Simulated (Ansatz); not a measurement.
Reaction (atomization): `N[SiH2]OC[SiH3]` → C• + 9 H• + N• + O• + 2 Si•

Computed with Ansatz on PBE0-D4/def2-TZVP structures; ΔE is electronic, products minus reactants. CBS: MP2 limit from def2 TZ/QZ plus the TZ coupled-cluster correction, frozen cores. This one scheme is used for every species, atoms too. Functionals use def2-TZVPP. Open shells (•) are unrestricted, without spin–orbit coupling. Spin–orbit coupling would lower the free atoms: a little for C, O, Si. Each species was taken in one conformer, which may not be the lowest.

```json
{"species": "`N[SiH2]OC[SiH3]`", "PBE0 energy (Eh)": "-752.18193"}
{"species": "C•", "PBE0 energy (Eh)": "-37.80537"}
{"species": "H•", "PBE0 energy (Eh)": "-0.50104"}
{"species": "N•", "PBE0 energy (Eh)": "-54.54382"}
{"species": "O•", "PBE0 energy (Eh)": "-75.01860"}
{"species": "Si•", "PBE0 energy (Eh)": "-289.24948"}
```

**Question.** Work out ΔE.

**Answer.** ΔE = 9 × (-0.50104) + 2 × (-289.24948) + (-37.80537) + (-54.54382) + (-75.01860) − (-752.18193) = 1.80582 Eh = +1133.2 kcal/mol. CCSD(T)/CBS gives +1151.7 kcal/mol.

Largest T1 diagnostic among the species: 0.012.

From PBE to PBE0 (25 % exact exchange), in def2-TZVPP and without D4, ΔE moves by −13.6 kcal/mol: exact exchange takes away binding that semilocal exchange gives to molecules. The D4 term adds +10.6 kcal/mol with B3LYP and +5.6 kcal/mol with PBE0; it sums over pairs of atoms, weighted by their polarisabilities, and B3LYP, whose exchange is more repulsive, gets the larger term.

B3LYP here is the variant with VWN-RPA as its local correlation; programs differ in this.

For atomizations the MP2-based limit and the directly extrapolated one differ by several kJ/mol either way, and by 10 to 25 for some Ge, Se and Sn compounds, so smaller differences from it don't rank the levels.
